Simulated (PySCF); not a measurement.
**How methods differ on the ionisation energy of Cl⁺**

Cl⁺ [Ne] 3s2 3p4 (3P) → Cl²⁺ [Ne] 3s2 3p3 (4S), as a difference of total energies. All numbers are calculated (PySCF 2.14, no relativity, point nucleus, in 6-31G* (4s3p1d, 18 functions)). Correlated levels: valence: [Ne] frozen. The calculations carry no spin-orbit coupling.

```tsv
method	ionisation energy (eV)	error (eV)
UHF	22.497	-1.274
MN15	23.889	+0.118
TPSS	23.860	+0.089
MP2 (valence)	22.863	-0.908
SCS-MP2 (valence)	22.888	-0.883
CCSD (valence)	22.859	-0.912
CCSD(T) (valence)	22.869	-0.902
```

Reference: 23.771 eV (measured; NIST levels, between the centres of gravity of the two terms).

Errors of the correlated levels include the incompleteness of this basis and the frozen core.
